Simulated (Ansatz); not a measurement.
```yaml
atoms:
  - { symbol: C, position_ang: [-0.0485, 0.0438, -0.6948] }
  - { symbol: N, position_ang: [-0.0261, 0.0459, 0.7161] }
  - { symbol: H, position_ang: [0.0226, -1.0219, -1.1546] }
  - { symbol: H, position_ang: [-0.9165, 0.5319, -1.0954] }
  - { symbol: H, position_ang: [0.8374, 0.5599, -1.0614] }
  - { symbol: H, position_ang: [-0.8398, -0.4023, 1.1596] }
  - { symbol: H, position_ang: [0.8589, -0.4363, 1.1266] }
```

Basis set: cc-pVDZ (spherical functions). Left uncorrelated: 2 orbitals. Charge 0, multiplicity 1.

Computed with Ansatz (development build ahead of 0.2.0); each method stands on the lowest determinant of its kind that the runs found. Restricted open shells among the atoms or ions are ROHF, correlated in semicanonical orbitals with singles.

(1) Give the atomization energy at this shape (free ground-state atoms in the same class of orbitals less the molecule, no zero-point energy) of singlet CH5N by RHF-MP2, RHF.

## Answers

(1)

```tsv
method	atomization energy
RHF-MP2	528.70 kcal/mol
RHF	404.07 kcal/mol
```

Caution: the shape is not the minimum.
